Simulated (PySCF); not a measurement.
## Worked example: refractive index and permittivity of the vapour

C4H10BN, SMILES C(/C)=N\B(C)C.

Coordinates come from a B3LYP-D3(BJ)/def2-SVP optimisation. The structure was generated by enumeration; whether it is a known compound was not checked. The values are those of a single conformer.

PBE/def2-TZVP in PySCF gives a mean static polarisability of 80.8 bohr³ and a dipole moment of 1.90 D. Take an ideal gas at 298.15 K and 1 bar, whether or not the substance is that volatile.

Task: Work out n − 1 in the optical limit and the static ε − 1.

Result: 
Polarisability volume α' = 80.8 × 0.148185 = 11.97 Å³. Number density N = p/kT = 2.43e-5 Å⁻³.
Dilute limit of Lorentz–Lorenz: n − 1 = 2π N α' = 0.0018.
Orientation term of Debye: μ²/(3kT) = 8.098 Å³ × μ²(D²) = 29.23 Å³.
ε − 1 = 4π N (α' + μ²/3kT) = 0.013. Orientation of the dipole supplies 71 % of the static response; it can't follow optical fields. Vibrational polarisation and dispersion are left out.
